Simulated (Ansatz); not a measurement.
Correlation energies of FGe₂H₅O (`[OH][GeH]([F])[GeH3]`) by basis set

```xyz
9

O    -1.9530    0.3332   -0.3974
Ge   -0.3829   -0.4233   -0.7008
F     0.1966    0.2191   -2.2193
Ge    1.1003    0.3198    1.0600
H    -2.6282    0.0765   -1.0305
H    -0.5541   -1.9311   -0.9798
H     2.5145   -0.1985    0.7694
H     0.6119   -0.2466    2.3997
H     1.0948    1.8510    1.0988
```

Total charge 0; spin multiplicity 1. Correlated methods include outer-core shells of Ge, which these sets cover unevenly. Scalar relativity is left out up to krypton. The geometry is a stationary point of PBE0-D4/def2-TZVP. It is one conformer, not always the lowest. Frozen core, restricted reference, Ansatz.

| basis | HF (Eh) | MP2 corr. | CCSD corr. | (T) | CCSD(T) total |
| --- | --- | --- | --- | --- | --- |
| def2-SVP | ? | -0.83860 | -0.85489 | ? | ? |
| def2-TZVPP | -4328.09855 | -1.01061 | ? | -0.03447 | ? |
| def2-QZVPP | -4328.19196 | ? | – | – | – |

Fill in the withheld values. (Estimate.)

Computed: def2-SVP HF (Eh): -4327.33805; def2-SVP (T): -0.02030; def2-SVP CCSD(T) total: -4328.21324; def2-TZVPP CCSD corr.: -1.02695; def2-TZVPP CCSD(T) total: -4329.15997; def2-QZVPP MP2 corr.: -1.58216.
